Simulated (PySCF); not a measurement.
PySCF 2.14 output of a UHF calculation on a single atom or ion in def2-SVP with the def2 core potential (28 electrons) (5s3p2d1f, 31 functions), with a scalar-relativistic core potential:

```
SCF conv_tol = 1e-09
number electrons alpha = 9  beta = 7
cycle= 1 E= -143.888015308001  delta_E= -0.00771  |g|= 0.0299  |ddm|= 0.0483
cycle= 2 E= -143.888196349224  delta_E= -0.000181  |g|= 0.00474  |ddm|= 0.0077
cycle= 3 E= -143.888201364354  delta_E= -5.02e-06  |g|= 0.000172  |ddm|= 0.00171
cycle= 4 E= -143.888201384203  delta_E= -1.98e-08  |g|= 1.24e-05  |ddm|= 0.000207
cycle= 5 E= -143.888201384307  delta_E= -1.03e-10  |g|= 1.09e-06  |ddm|= 1.55e-05
converged SCF energy = -143.888201384307  <S^2> = 2.0025291  2S+1 = 3.0016856
```

The run itself started from symmetry-adapted Hartree-Fock orbitals and held the occupation by maximum overlap, so the iterations belong to that start.

Q: Which element, charge and spin multiplicity is this?

A: Ag³⁺ (silver, charge +3), multiplicity 3; the state was [Kr] 4d8, high-spin 3F determinant.

Energies and moments cover only the electrons outside the core potential.
